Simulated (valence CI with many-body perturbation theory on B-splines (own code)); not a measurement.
## Hyperfine factors and g values of In⁴¹⁺

Calculated by relativistic CI+MBPT: six valence electrons over a frozen Dirac-Fock core [He], a basis of 9 s, 9 p, 8 d, 6 f, 3 g, 1 h functions for each j, with the one-electron correlation potential Σ1, the two-electron term Σ2, the three-electron term Σ3, Breit, model QED; selected CI, second order for the rest, scaled by the run's own slope (own B-spline code, finite nucleus).

No measured spectrum was set against this ion. As an estimate, large intervals hold to a few tenths of a per cent, small ones and those within an open d or f shell to about a per cent. Among the levels kept, up to 2200 cm⁻¹ of a level comes from second order outside the variational space, and about a tenth of that is noise between levels of different J, which matters for small intervals.

A/g_I is the dipole constant over the nuclear g factor μ/I (μ in nuclear magnetons, uniformly magnetised nucleus), B/Q the quadrupole constant per barn. Both hold the static response of the core; the bare values leave it out. Large factors of s and p1/2 electrons are usually good to 5 to 10 %; those of open d and f shells near neutrality can be off by tens of per cent, and small factors of p3/2, d and f electrons come from cancelling terms and can be off by a factor of two or in sign, in half-filled shells by more. B is blank for J = 1/2, where it vanishes, and for nearly pure S terms. Energies count from the lowest level. Levels with J = 0 are left out.

Levels are named by their leading jj configuration (3d3/2^4 stands for four electrons in 3d with j = 3/2), which in mixed levels can hold well under half, so a name can repeat and another be missing. Letters in brackets count levels of one name in rising energy.

| Level | E (Ry) | g | A/g_I (MHz) | A/g_I bare | B/Q (MHz/b) | B/Q bare |
| --- | --- | --- | --- | --- | --- | --- |
| (2s^2 2p1/2^2 2p3/2^2) J=2 | 0.00 | 1.344 | 209000 | 216000 | 65500 | 65700 |
| (2s^2 2p1/2 2p3/2^3) J=1 | 15.84 | 1.488 | -70200 | -59900 | -202000 | -203000 |
| (2s^2 2p1/2 2p3/2^3) J=2 | 16.99 | 1.126 | 503000 | 505000 | -472000 | -473000 |
| (2s 2p1/2^2 2p3/2^3) J=2 | 32.67 | 1.486 | 1210000 | 1200000 | -403000 | -404000 |
| (2s 2p1/2^2 2p3/2^3) J=1 | 36.01 | 1.240 | -701000 | -675000 | -85800 | -86000 |
| (2s 2p1/2 2p3/2^4) J=1 | 51.28 | 1.229 | 2690000 | 2650000 | -114000 | -114000 |
| (2s^2 2p1/2^2 2p3/2 3s) J=2 | 265.02 | 1.545 | 441000 | 444000 | 366000 | 367000 |
| (2s^2 2p1/2^2 2p3/2 3s) J=1 | 265.47 | 1.210 | -31900 | -19500 | 194000 | 195000 |
| (2s^2 2p1/2^2 2p3/2 3p1/2) J=1 | 269.93 | 1.528 | 161000 | 171000 | 181000 | 182000 |
| (2s^2 2p1/2^2 2p3/2 3p1/2) J=2 | 270.06 | 1.225 | 245000 | 251000 | 351000 | 352000 |
| (2s^2 2p1/2^2 2p3/2 3p3/2) J=3 | 274.48 | 1.360 | 130000 | 135000 | 465000 | 466000 |
| (2s^2 2p1/2^2 2p3/2 3p3/2) J=1 | 274.49 | 1.403 | 128000 | 134000 | -182000 | -183000 |
| (2s^2 2p1/2^2 2p3/2 3p3/2) J=2 | 275.68 | 1.326 | 136000 | 140000 | 32100 | 32200 |
| (2s^2 2p1/2^2 2p3/2 3d3/2) J=2 | 279.87 | 1.273 | 177000 | 181000 | 39100 | 39200 |
| (2s^2 2p1/2 2p3/2^2 3s) J=2 [a] | 280.00 | 1.336 | 208000 | 212000 | 42400 | 42500 |
| (2s^2 2p1/2^2 2p3/2 3d3/2) J=3 | 280.25 | 1.151 | 114000 | 118000 | 323000 | 324000 |
| (2s^2 2p1/2^2 2p3/2 3d3/2) J=1 | 280.42 | 1.183 | 50700 | 56200 | -119000 | -119000 |
| (2s^2 2p1/2 2p3/2^2 3s) J=1 [a] | 280.50 | 1.274 | -238000 | -225000 | -1160 | -1170 |
| (2s^2 2p1/2^2 2p3/2 3d5/2) J=4 | 281.26 | 1.270 | 82500 | 85400 | 364000 | 365000 |
| (2s^2 2p1/2 2p3/2^2 3s) J=3 | 281.30 | 1.307 | 532000 | 533000 | 5540 | 5570 |
| (2s^2 2p1/2 2p3/2^2 3s) J=2 [b] | 281.64 | 1.145 | 202000 | 206000 | -116000 | -116000 |
| (2s^2 2p1/2^2 2p3/2 3d5/2) J=2 | 281.91 | 1.170 | 174000 | 177000 | -154000 | -155000 |
| (2s^2 2p1/2^2 2p3/2 3d5/2) J=3 | 282.70 | 1.189 | 109000 | 111000 | -16600 | -16500 |
| (2s^2 2p1/2^2 2p3/2 3d5/2) J=1 | 282.89 | 1.051 | 76700 | 70400 | 27800 | 28000 |
| (2s^2 2p1/2 2p3/2^2 3s) J=1 [b] | 283.66 | 1.269 | 1060000 | 1050000 | -5640 | -5650 |
| (2s^2 2p1/2 2p3/2^2 3p1/2) J=1 [a] | 284.78 | 1.635 | -102000 | -89800 | 36400 | 36400 |
| (2s^2 2p1/2 2p3/2^2 3p1/2) J=2 [a] | 285.28 | 1.210 | 239000 | 244000 | 13500 | 13600 |
| (2s^2 2p1/2 2p3/2^2 3p1/2) J=3 | 286.32 | 1.107 | 436000 | 439000 | -13100 | -13100 |
| (2s^2 2p1/2 2p3/2^2 3p1/2) J=2 [b] | 287.79 | 1.334 | 311000 | 317000 | 49700 | 49800 |
| (2s^2 2p1/2 2p3/2^2 3p1/2) J=1 [b] | 288.12 | 0.670 | 871000 | 865000 | -5360 | -5370 |
| (2s^2 2p1/2 2p3/2^2 3p3/2) J=3 [a] | 289.31 | 1.385 | 42200 | 47600 | 208000 | 209000 |
| (2s^2 2p1/2 2p3/2^2 3p3/2) J=2 [a] | 289.42 | 1.411 | -27500 | -20800 | 36200 | 36200 |

Q: Take the isotope of mass number 113, with I = 9/2, μ = 5.5208 μN and Q = 0.761 b. What is the hyperfine structure of (2s^2 2p1/2 2p3/2^3) J=1?

A: From the table A = -86200 MHz, B = -154000 MHz. Shifts from the centre of gravity in MHz: F = 7/2: 404000, F = 9/2: 189000, F = 11/2: -426000.
